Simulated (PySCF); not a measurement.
Simulation results for AlBClH2, C2H7NSi, Al2H2O2, Al2H3NO and others

Calculation on a computer-drawn molecule: optimised geometry and harmonic frequencies of an isolated molecule of the commonest isotopes, restricted reference for singlets and unrestricted otherwise, frozen core in MP2. Program: PySCF 2.14.0.

(1) AlBClH2

Start structure:
```xyz
5
AlBClH2
Al     2.1811     0.1269    -2.0100
B      1.0814    -1.1189    -0.8209
Cl     0.1587    -2.1635     0.1770
H      3.6552     0.4688    -1.5667
H      1.5075     0.6917    -3.3192
```

It was run with charge 0, multiplicity 2, method MP2 and basis cc-pV(D+d)Z.

It finds rotational constants 128.3, 2.204, 2.166 GHz; total energy -727.4997 hartree; spin squared 0.7596; convergence status largest gradient component 1.61e-05 hartree/bohr.

Drawn bonds:
```
atom  other atom  order
   1           2      1
   2           3      1
   1           4      1
   1           5      1
```

Optimised structure:
```xyz
5
AlBClH2
Al     2.1825     0.1284    -2.0119
B      1.0823    -1.1174    -0.8225
Cl     0.1676    -2.1539     0.1682
H      3.6550     0.4617    -1.5557
H      1.4965     0.6862    -3.3179
```

Modes:
```
frequency (cm⁻¹)  reduced mass (dalton)
           141.6                  11.21
           189.2                  2.696
           396.2                  12.82
           496.1                  1.538
           525.5                  1.116
           761.7                  1.069
            1122                  12.14
            1974                  1.022
            1985                  1.063
```

(2) C2H7NSi

Start structure:
```xyz
11
C2H7NSi
C     -2.8877    -0.7943     1.5421
C     -2.5490    -0.8767     0.0149
N     -1.5410     0.0255    -0.3272
Si    -3.2153    -2.0498    -1.1413
H     -3.6407    -1.5405     1.6713
H     -3.3116     0.1846     1.6903
H     -2.0066    -0.9579     2.0711
H     -1.5930     0.9585     0.1496
H     -1.3435     0.1558    -1.3489
H     -4.2103    -3.0305    -0.6927
H     -2.8974    -2.0385    -2.5172
```

Here we set charge 0, multiplicity 1, method HF and basis cc-pV(D+d)Z.

It finds rotational constants 9.095, 4.198, 2.981 GHz; total energy -423.1380 hartree; convergence status largest gradient component 1.705e-05 hartree/bohr.

Drawn bonds:
```
atom  other atom  order
   1           2      1
   2           3      1
   2           4      2
   1           5      1
   1           6      1
   1           7      1
   3           8      1
   3           9      1
   4          10      1
   4          11      1
```

Optimised structure:
```xyz
11
C2H7NSi
C     -2.9540    -0.7901     1.4270
C     -2.6533    -0.7923    -0.0453
N     -1.7710     0.0985    -0.4324
Si    -3.6805    -1.8373    -1.2563
H     -3.8778    -1.3207     1.6405
H     -3.0216     0.2258     1.8262
H     -2.1361    -1.3055     1.9381
H     -1.3883     0.7843     0.1885
H     -1.4818     0.1365    -1.3892
H     -3.6168    -3.1227    -0.4760
H     -2.6150    -2.0403    -2.3089
```

Modes:
```
frequency (cm⁻¹)  reduced mass (dalton)
           88.64                  1.056
           249.2                  1.502
           285.8                  1.651
           357.4                   2.81
           419.5                  1.725
           565.5                  2.504
             599                  1.474
           665.2                   1.27
           749.2                   1.23
           771.9                  1.134
           996.3                  1.267
            1050                  1.624
            1109                  1.362
            1116                  1.465
            1398                   1.92
            1497                  1.313
            1543                  1.912
            1574                  1.259
            1591                  1.132
            1799                    1.3
            2140                  1.042
            2176                   1.04
            3175                  1.041
            3244                  1.102
            3312                    1.1
            3765                  1.047
            3897                  1.105
```

(3) Al2H2O2

Start structure:
```xyz
6
Al2H2O2
O     -0.3778     2.0171     2.4644
Al    -0.6062     1.1441     1.1731
Al    -0.9903    -0.3302    -0.9395
O     -1.3677    -1.9513    -0.7385
H     -0.8827     0.2397    -2.3942
H     -1.4856    -2.5147     0.0067
```

Here we set charge 0, multiplicity 1, method MP2 and basis cc-pV(D+d)Z.

The calculation gives: rotational constants 20.1, 1.583, 1.467 GHz; total energy -635.2782 hartree; convergence status largest gradient component 4.795e-05 hartree/bohr.

Drawn bonds:
```
atom  other atom  order
   1           2      2
   2           3      1
   3           4      1
   3           5      1
   4           6      1
```

Optimised structure:
```xyz
6
Al2H2O2
O     -0.3759     2.0220     2.5096
Al    -0.6100     1.1283     1.1602
Al    -0.9912    -0.3329    -0.9513
O     -1.3764    -1.9870    -0.7858
H     -0.8862     0.2271    -2.4131
H     -1.4706    -2.4528     0.0524
```

Modes:
```
frequency (cm⁻¹)  reduced mass (dalton)
           90.11                  8.761
             120                  9.913
           185.5                  9.175
           316.3                  10.28
           357.9                  1.416
           499.5                  1.087
           576.3                  1.159
           677.5                  1.199
           856.6                   5.88
            1018                  19.16
            2009                  1.044
            3934                  1.068
```

(4) Al2H3NO

Start structure:
```xyz
7
Al2H3NO
N      0.1171     1.4806     0.2119
Al    -1.0936     0.5123    -0.5462
O     -2.2046    -0.5093    -1.2684
Al    -3.4294    -1.3962    -1.9462
H     -0.1043     2.4542     0.0657
H     -4.5137    -0.8485    -2.6729
H     -3.2964    -3.0078    -1.8186
```

It was run with charge 0, multiplicity 1, method HF and basis cc-pV(D+d)Z.

It finds rotational constants 130.3, 1.649, 1.628 GHz; total energy -614.9544 hartree; convergence status largest gradient component 2.116e-05 hartree/bohr.

Drawn bonds:
```
atom  other atom  order
   1           2      2
   2           3      1
   3           4      1
   1           5      1
   4           6      1
   4           7      1
```

Optimised structure:
```xyz
7
Al2H3NO
N     -0.1932     1.6596     0.0066
Al    -1.2322     0.6403    -0.6268
O     -2.3151    -0.4225    -1.2873
Al    -3.4236    -1.5120    -1.9606
H      0.4535     2.2948     0.4020
H     -4.6444    -0.9260    -2.7583
H     -3.1700    -3.0489    -1.7504
```

Modes:
```
frequency (cm⁻¹)  reduced mass (dalton)
           69.19                  4.859
           79.49                  7.149
           195.2                  6.886
           211.2                  7.144
           412.6                  1.148
           419.7                  1.178
           498.4                  8.872
           610.4                  1.275
           674.9                  1.196
           852.7                  1.078
            1065                  12.73
            1331                   11.4
            2021                  1.063
            2026                  1.023
            4015                  1.087
```

(5) AlBH6OSi

Start structure:
```xyz
10
AlBH6OSi
Al    -3.7511    -0.1489     1.0720
B     -2.0848    -1.3382     1.6542
O     -0.8203    -0.8780     1.6723
Si     0.2101     0.2105     1.4881
H     -3.5694     1.3628     0.7045
H     -5.2440    -0.6643     1.0784
H     -2.2198    -2.5273     1.9538
H      1.1686    -0.3084     0.4462
H      0.8733     0.3594     2.8063
H     -0.3419     1.5947     1.0543
```

Here we set charge 0, multiplicity 1, method HF and basis cc-pV(D+d)Z.

The calculation gives: rotational constants 9.342, 1.986, 1.712 GHz; total energy -633.9391 hartree; convergence status largest gradient component 4.474e-05 hartree/bohr.

Drawn bonds:
```
atom  other atom  order
   1           2      1
   2           3      1
   3           4      1
   1           5      1
   1           6      1
   2           7      1
   4           8      1
   4           9      1
   4          10      1
```

Optimised structure:
```xyz
10
AlBH6OSi
Al    -3.6266    -0.0468     1.0339
B     -2.0358    -1.4894     1.4333
O     -0.7230    -1.1780     1.6237
Si     0.1638     0.2176     1.6415
H     -4.0347     0.3480    -0.4505
H     -4.4788     0.5944     2.2122
H     -2.2843    -2.6737     1.5021
H      1.1914     0.1538     0.5873
H      0.7959     0.3747     2.9633
H     -0.7473     1.3617     1.3833
```

Modes:
```
frequency (cm⁻¹)  reduced mass (dalton)
           74.48                  1.072
           79.76                  4.569
           127.5                  1.031
           187.2                  2.721
           301.7                  4.001
           383.9                  1.084
             483                  3.013
           645.8                  1.511
           769.8                  2.346
           780.5                  1.191
           789.4                  1.654
           812.5                  1.558
           845.3                   1.08
            1030                  1.057
            1039                  1.049
            1059                  1.131
            1207                  1.308
            1337                   7.86
            1948                  1.058
            1957                  1.028
            2281                  1.042
            2349                  1.053
            2355                  1.026
            2603                  1.087
```

(6) CH6B2Si

Start structure:
```xyz
10
CH6B2Si
B     -1.4760     1.3301     1.9465
C     -0.4472     0.6033     2.6443
Si     0.6794    -0.6904     1.8842
B      0.2188    -1.4517     0.1842
H     -1.7659     1.1351     0.8177
H     -2.0751     2.2105     2.5719
H     -0.1729     0.7996     3.6221
H      1.7599    -1.2772     2.7503
H      0.1715    -0.8570    -0.7745
H      0.0393    -2.6765     0.0723
```

Here we set charge 0, multiplicity 1, method HF and basis cc-pV(D+d)Z.

The calculation gives: rotational constants 9.666, 4.457, 3.131 GHz; total energy -379.5807 hartree; convergence status largest gradient component 2.911e-05 hartree/bohr.

Drawn bonds:
```
atom  other atom  order
   1           2      1
   2           3      2
   3           4      1
   1           5      1
   1           6      1
   2           7      1
   3           8      1
   4           9      1
   4          10      1
```

Optimised structure:
```xyz
10
CH6B2Si
B     -1.4449     1.1349     1.9400
C     -0.2801     0.6223     2.7716
Si     0.6231    -0.6267     2.0226
B      0.1329    -1.3224     0.1813
H     -1.6550     0.6500     0.8438
H     -2.1899     2.0080     2.3015
H     -0.0460     1.0170     3.7540
H      1.8000    -1.2746     2.6511
H      0.6114    -0.8382    -0.8031
H     -0.6197    -2.2446     0.0562
```

Modes:
```
frequency (cm⁻¹)  reduced mass (dalton)
           99.44                  2.851
           133.6                  1.031
             181                  2.698
           294.8                  1.071
           328.5                  3.353
           566.3                  1.082
           632.8                  3.535
           707.4                  1.333
           787.6                  1.168
           826.8                  1.652
           885.5                  1.138
             971                  1.385
            1042                  1.699
            1051                  1.379
            1121                  1.979
            1257                  1.148
            1275                  1.584
            1380                  1.826
            2309                  1.042
            2555                  1.073
            2684                  1.102
            2697                  1.053
            2783                  1.126
            3330                  1.089
```

(7) CH6FNSi

Start structure:
```xyz
10
CH6FNSi
N      0.1409     0.0662    -0.8419
C      0.8592     0.7548     0.2524
Si     2.5599     0.0139     0.5120
F      3.2804     0.8338     1.6266
H     -0.0446    -0.8830    -0.5550
H     -0.7750     0.4616    -0.9982
H      0.3147     0.9074     1.1630
H      1.0091     1.8096    -0.0845
H      3.4871     0.0341    -0.6169
H      2.4681    -1.3811     1.1579
```

Settings of this run: charge 0, multiplicity 1, method HF and basis cc-pV(D+d)Z.

It finds rotational constants 17.78, 2.925, 2.663 GHz; total energy -484.2462 hartree; convergence status largest gradient component 3.819e-05 hartree/bohr.

Drawn bonds:
```
atom  other atom  order
   1           2      1
   2           3      1
   3           4      1
   1           5      1
   1           6      1
   2           7      1
   2           8      1
   3           9      1
   3          10      1
```

Optimised structure:
```xyz
10
CH6FNSi
N      0.1850    -0.0388    -0.7488
C      0.8717     0.7987     0.2375
Si     2.5517     0.0229     0.5360
F      3.2753     0.7778     1.7750
H     -0.1505    -0.8844    -0.3190
H     -0.6268     0.4287    -1.1142
H      0.3175     0.9564     1.1723
H      1.0353     1.7893    -0.1962
H      3.4294     0.1650    -0.6375
H      2.4112    -1.3984     0.9104
```

Modes:
```
frequency (cm⁻¹)  reduced mass (dalton)
           107.8                  3.113
           159.2                   3.92
           283.7                  1.124
           327.2                  5.598
           551.3                  1.102
           742.4                  3.532
           789.2                  1.141
           874.4                  5.786
           878.1                  1.281
           980.3                  1.283
            1014                  1.307
            1043                  1.075
            1127                  2.925
            1177                  1.114
            1368                  1.286
            1469                  1.391
            1577                  1.081
            1791                  1.085
            2334                  1.043
            2359                  1.039
            3135                  1.069
            3211                  1.094
            3717                  1.052
            3793                  1.093
```

(8) B2H3O

Start structure:
```xyz
6
B2H3O
B     -0.4123    -0.2188    -0.7881
B     -1.3226    -1.2638     0.0957
O     -2.0309    -1.9463     0.7684
H      0.2751    -0.6284    -1.6967
H     -0.3705     0.9560    -0.6484
H     -2.6067    -2.5258     1.2241
```

It was run with charge 1, multiplicity 1, method HF and basis cc-pVDZ.

Results for B2H3O: rotational constants 201.3, 7.052, 6.814 GHz; total energy -125.7194 hartree; convergence status largest gradient component 3.231e-05 hartree/bohr.

Drawn bonds:
```
atom  other atom  order
   1           2      1
   2           3      1
   1           4      1
   1           5      1
   3           6      1
```

Optimised structure:
```xyz
6
B2H3O
B     -0.3704    -0.1910    -0.8519
B     -1.3881    -1.1760     0.1443
O     -2.1325    -1.8115     0.8919
H      0.2384    -0.7354    -1.7115
H     -0.3473     0.9696    -0.6099
H     -2.4679    -2.6827     1.0921
```

Modes:
```
frequency (cm⁻¹)  reduced mass (dalton)
           222.6                  1.136
           283.4                    1.9
           330.2                   4.22
           408.8                  1.327
           670.9                  5.453
           823.8                  1.595
           982.3                  1.392
            1230                  1.116
            1882                  9.035
            2769                  1.044
            2902                  1.136
            4034                  1.076
```

(9) Al2H4O

Start structure:
```xyz
7
Al2H4O
O      0.4019     1.2755     2.1038
Al     0.7717    -0.1344     1.2278
Al    -0.8165    -0.6707    -0.7754
H      0.8614     1.6229     2.8510
H      2.0340    -0.9718     1.7144
H     -2.1216    -1.5598    -0.5995
H     -0.5351    -0.1252    -2.2410
```

It was run with charge 0, multiplicity 1, method MP2 and basis cc-pV(D+d)Z.

It finds rotational constants 19.08, 2.79, 2.523 GHz; total energy -561.3826 hartree; convergence status largest gradient component 2.911e-05 hartree/bohr.

Drawn bonds:
```
atom  other atom  order
   1           2      1
   2           3      1
   1           4      1
   2           5      1
   3           6      1
   3           7      1
```

Optimised structure:
```xyz
7
Al2H4O
O      0.3681     1.3035     2.0954
Al     0.7655    -0.1309     1.2245
Al    -0.8144    -0.6698    -0.7730
H      0.8960     1.5857     2.8525
H      2.0299    -0.9613     1.7200
H     -2.1166    -1.5615    -0.5992
H     -0.5328    -0.1292    -2.2391
```

Modes:
```
frequency (cm⁻¹)  reduced mass (dalton)
           71.03                  1.115
           131.1                   5.23
           295.9                  1.047
           351.7                  7.177
           434.6                  1.145
           507.9                  1.258
           537.2                  1.149
           601.2                  1.087
           717.1                  1.524
           804.8                  1.307
           851.4                  2.278
            1912                   1.04
            1937                  1.029
            1939                  1.058
            3907                  1.067
```

(10) Al2H4O

Start structure:
```xyz
7
Al2H4O
O      1.0256     1.3198     2.2438
Al     0.4133     0.2322     1.1972
Al    -0.7400    -0.5146    -0.8360
H      1.3834     1.9072     2.8768
H      0.6444    -1.4142     1.5340
H     -0.6164    -2.1209    -0.5166
H     -1.5144     0.0270    -2.2180
```

It was run with charge 0, multiplicity 1, method HF and basis cc-pV(D+d)Z.

It finds rotational constants 19.58, 2.775, 2.519 GHz; total energy -561.0655 hartree; convergence status largest gradient component 3.843e-05 hartree/bohr.

Drawn bonds:
```
atom  other atom  order
   1           2      1
   2           3      1
   1           4      1
   2           5      1
   3           6      1
   3           7      1
```

Optimised structure:
```xyz
7
Al2H4O
O      0.4019     1.2755     2.1038
Al     0.7717    -0.1344     1.2278
Al    -0.8165    -0.6707    -0.7754
H      0.8614     1.6229     2.8510
H      2.0340    -0.9718     1.7144
H     -2.1216    -1.5598    -0.5995
H     -0.5351    -0.1252    -2.2410
```

Modes:
```
frequency (cm⁻¹)  reduced mass (dalton)
           76.71                  1.118
           137.7                  5.084
           307.2                  1.045
           354.3                  7.268
           439.1                  1.129
           528.9                  1.295
           553.9                  1.128
           599.2                   1.14
           741.1                  1.361
           839.4                  1.425
           883.2                  2.245
            1932                  1.039
            1948                  1.057
            1958                   1.03
            4205                  1.068
```
